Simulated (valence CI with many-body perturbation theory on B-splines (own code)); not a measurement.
Sr XXXIII: electric-dipole lines

Method: valence CI with perturbative core correlation (CI+MBPT): four valence electrons over a frozen Dirac-Fock core [He], radial functions for each j: 11 s, 11 p, 9 d, 7 f, 5 g, 2 h, 1 i, with the one-electron correlation potential Σ1 (screened to all orders), the two-electron term Σ2, the three-electron term Σ3, Breit, model QED; selected single and double excitations, second order for the rest (own B-spline code, finite nucleus).

No measured spectrum was set against this ion. As an estimate, large intervals hold to a few tenths of a per cent, small ones and those within an open d or f shell to about a per cent. Among the levels kept, up to 290 cm⁻¹ of a level comes from second order outside the variational space, and about a tenth of that is noise between levels of different J, which matters for small intervals.

Lines 101 to 150 of 244 in falling wavelength, among levels below 2580.7 eV, chosen from the strongest by gf and those to the six lowest levels. Wavelengths and rates use the calculated energies. Electric multipoles are in the length gauge, E1 and E2 with the static RPA response of the core. Weak lines are less certain than strong ones. Lines between different terms over intervals too small for the method are left out, as are lines whose strength nearly cancels. The highest levels of a list are the least certain.

Levels are named by their leading jj configuration (3d3/2^4 stands for four electrons in 3d with j = 3/2), which in mixed levels can hold well under half, so a name can repeat and another be missing. Letters in brackets count levels of one name in rising energy.

```tsv
λ vac (Å)	Upper	Lower	A (s⁻¹)	S (a.u.) with core polarisation	S without
5.598	(2s^2 2p1/2 3s) J=1	(2s^2 2p1/2 2p3/2) J=1	1.78e+12	4.63e-04	4.61e-04
5.579	(2s 2p3/2^2 3s) J=1 [b]	(2s 2p3/2^3) J=2	9.73e+12	2.50e-03	2.49e-03
5.567	(2s^2 2p1/2 3d3/2) J=2	(2s^2 2p3/2^2) J=2	5.89e+11	2.51e-04	2.51e-04
5.533	(2s^2 2p1/2 3d5/2) J=2	(2s^2 2p3/2^2) J=2	8.06e+11	3.37e-04	3.37e-04
5.511	(2s 2p1/2 2p3/2 3d5/2) J=2 [a]	(2s 2p1/2 2p3/2^2) J=1 [a]	1.24e+13	5.14e-03	5.14e-03
5.504	(2s^2 2p3/2 3p3/2) J=2	(2s 2p1/2^2 2p3/2) J=2	2.28e+12	9.37e-04	9.34e-04
5.499	(2s 2p1/2 2p3/2 3d5/2) J=2 [b]	(2s 2p1/2 2p3/2^2) J=1 [b]	8.38e+12	3.44e-03	3.44e-03
5.493	(2s 2p1/2 2p3/2 3s) J=2 [a]	(2s 2p1/2^2 2p3/2) J=2	3.70e+12	1.51e-03	1.51e-03
5.488	(2s 2p1/2 2p3/2 3d5/2) J=1 [b]	(2s 2p1/2 2p3/2^2) J=1 [b]	3.37e+13	8.25e-03	8.26e-03
5.488	(2s 2p1/2 2p3/2 3d5/2) J=0	(2s 2p1/2 2p3/2^2) J=1 [b]	5.18e+13	4.23e-03	4.23e-03
5.479	(2s 2p3/2^2 3s) J=3	(2s 2p1/2 2p3/2^2) J=3	8.18e+12	4.64e-03	4.63e-03
5.477	(2s 2p1/2 2p3/2 3d5/2) J=2 [b]	(2s 2p1/2 2p3/2^2) J=2 [b]	1.49e+13	6.05e-03	6.06e-03
5.475	(2s 2p1/2 2p3/2 3d5/2) J=1 [a]	(2s 2p1/2 2p3/2^2) J=0	3.73e+13	9.08e-03	9.09e-03
5.474	(2s 2p1/2 2p3/2 3d5/2) J=3 [b]	(2s 2p1/2 2p3/2^2) J=2 [b]	5.01e+12	2.84e-03	2.84e-03
5.461	(2s 2p1/2 2p3/2 3s) J=1 [a]	(2s 2p1/2^2 2p3/2) J=2	5.80e+11	1.40e-04	1.39e-04
5.460	(2s 2p1/2 2p3/2 3s) J=2 [c]	(2s 2p1/2^2 2p3/2) J=1	1.50e+13	6.04e-03	6.04e-03
5.450	(2s 2p1/2 2p3/2 3s) J=3	(2s 2p1/2^2 2p3/2) J=2	9.77e+12	5.46e-03	5.45e-03
5.445	(2s 2p1/2 2p3/2 3d5/2) J=1 [b]	(2s 2p1/2 2p3/2^2) J=1 [a]	2.18e+13	5.21e-03	5.21e-03
5.444	(2s 2p3/2^2 3s) J=2 [b]	(2s 2p1/2 2p3/2^2) J=2 [b]	6.76e+12	2.69e-03	2.69e-03
5.441	(2s 2p1/2^2 3d5/2) J=2	(2s 2p1/2^2 2p3/2) J=1	5.22e+13	2.07e-02	2.08e-02
5.441	(2s^2 2p3/2 3s) J=2	(2s^2 2p1/2 2p3/2) J=2	5.01e+12	1.99e-03	1.99e-03
5.440	(2s^2 2p1/2 3s) J=1	(2s^2 2p1/2^2) J=0	3.81e+12	9.09e-04	9.06e-04
5.433	(2s 2p3/2^2 3s) J=3	(2s 2p1/2 2p3/2^2) J=2 [a]	1.11e+13	6.14e-03	6.13e-03
5.430	(2s^2 2p3/2 3s) J=1	(2s^2 2p1/2 2p3/2) J=2	2.33e+12	5.51e-04	5.49e-04
5.418	(2s^2 2p3/2 3d3/2) J=1	(2s^2 2p3/2^2) J=0	2.39e+12	5.63e-04	5.64e-04
5.417	(2s 2p1/2 2p3/2 3s) J=2 [b]	(2s 2p1/2^2 2p3/2) J=2	4.00e+11	1.57e-04	1.56e-04
5.415	(2s^2 2p3/2 3s) J=2	(2s^2 2p1/2 2p3/2) J=1	4.88e+12	1.91e-03	1.91e-03
5.413	(2s 2p1/2 2p3/2 3d3/2) J=3 [b]	(2s 2p1/2 2p3/2^2) J=3	1.50e+13	8.22e-03	8.23e-03
5.413	(2s 2p1/2 2p3/2 3d3/2) J=2 [b]	(2s 2p1/2 2p3/2^2) J=3	8.81e+12	3.45e-03	3.45e-03
5.411	(2s 2p1/2^2 3p3/2) J=2	(2s^2 2p3/2^2) J=2	3.23e+11	1.26e-04	1.26e-04
5.404	(2s^2 2p3/2 3s) J=1	(2s^2 2p1/2 2p3/2) J=1	7.82e+11	1.83e-04	1.82e-04
5.395	(2s 2p1/2 2p3/2 3d5/2) J=2 [a]	(2s 2p1/2 2p3/2^2) J=2 [a]	3.61e+13	1.40e-02	1.40e-02
5.393	(2s^2 2p1/2 3d3/2) J=2	(2s^2 2p1/2 2p3/2) J=2	1.27e+13	4.92e-03	4.93e-03
5.392	(2s 2p1/2^2 3d3/2) J=1	(2s 2p1/2^2 2p3/2) J=2	1.78e+12	4.14e-04	4.15e-04
5.386	(2s 2p1/2^2 3d3/2) J=2	(2s 2p1/2^2 2p3/2) J=2	1.51e+13	5.83e-03	5.84e-03
5.386	(2s 2p1/2 2p3/2 3d5/2) J=3 [a]	(2s 2p1/2 2p3/2^2) J=2 [a]	4.34e+13	2.34e-02	2.35e-02
5.386	(2s 2p1/2 2p3/2 3d5/2) J=2 [b]	(2s 2p1/2 2p3/2^2) J=3	9.49e+12	3.66e-03	3.66e-03
5.383	(2s 2p1/2 2p3/2 3d5/2) J=3 [b]	(2s 2p1/2 2p3/2^2) J=3	3.30e+13	1.78e-02	1.78e-02
5.382	(2s^2 2p3/2 3d5/2) J=1	(2s^2 2p3/2^2) J=0	9.92e+13	2.29e-02	2.29e-02
5.378	(2s 2p1/2 2p3/2 3d5/2) J=4 [b]	(2s 2p1/2 2p3/2^2) J=3	9.50e+13	6.56e-02	6.57e-02
5.374	(2s^2 2p3/2 3d3/2) J=2	(2s^2 2p3/2^2) J=2	1.33e+12	5.08e-04	5.08e-04
5.369	(2s 2p1/2 2p3/2 3d3/2) J=3 [b]	(2s 2p1/2 2p3/2^2) J=2 [a]	2.81e+13	1.50e-02	1.50e-02
5.367	(2s^2 2p1/2 3d3/2) J=2	(2s^2 2p1/2 2p3/2) J=1	1.50e+12	5.71e-04	5.72e-04
5.365	(2s 2p1/2^2 3d5/2) J=3	(2s 2p1/2^2 2p3/2) J=2	5.30e+13	2.83e-02	2.83e-02
5.364	(2s^2 2p3/2 3d3/2) J=3	(2s^2 2p3/2^2) J=2	7.56e+12	4.03e-03	4.04e-03
5.363	(2s^2 2p1/2 3d3/2) J=1	(2s^2 2p1/2 2p3/2) J=2	1.91e+12	4.37e-04	4.37e-04
5.361	(2s^2 2p1/2 3d5/2) J=2	(2s^2 2p1/2 2p3/2) J=2	9.10e+12	3.46e-03	3.47e-03
5.360	(2s^2 2p1/2 3d5/2) J=3	(2s^2 2p1/2 2p3/2) J=2	6.85e+13	3.64e-02	3.65e-02
5.358	(2s^2 2p3/2 3d3/2) J=1	(2s^2 2p3/2^2) J=2	1.24e+13	2.83e-03	2.83e-03
5.352	(2s 2p1/2 2p3/2 3p1/2) J=1 [a]	(2s^2 2p3/2^2) J=2	3.79e+12	8.62e-04	8.62e-04
```
